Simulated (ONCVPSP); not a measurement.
lithium: excitation energies, all-electron against ONCV

- Element: lithium (Li)
- Generator: ONCVPSP 4.0.1
- Type: optimised norm-conserving Vanderbilt (ONCV)
- Functional: PBE
- Relativity: scalar-relativistic
- Frozen core: [He]
- Valence charge: 1
- Reference configuration: 2s0.5 2p0.5
- Partial waves: 2s: rc 3.10 bohr, ncon 4, nbas 8, qcut 2.3 1/bohr, 3 projectors, debl 0.4 Ha; 2p: rc 4.00 bohr, ncon 5, nbas 9, qcut 1.7 1/bohr, 2 projectors, debl 0.9 Ha
- Local potential: polynomial inside 2.70 bohr (lpopt 5, dvloc0 0 Ha)
- Core correction: Teter function fitted to the true core (icmod 2), fcfact 0.45

Energies are relative to the spin-unpolarised reference configuration 2s0.5 2p0.5; without spin polarisation the order of configurations can differ from experiment.

| valence configuration | charge | ΔE all-electron (eV) | error AE − PS (meV) |
| --- | --- | --- | --- |
| 2s1 2p0 | 0 | -0.893 | -3.2 |
| 2s0.5 2p0 | +0.5 | 1.155 | +4.9 |
| 2s0 2p1 | 0 | 0.894 | -3.8 |

Levels in the configuration 2s1 2p0:

| level | all-electron (eV) | pseudo (eV) |
| --- | --- | --- |
| 2s | -2.874 | -2.866 |
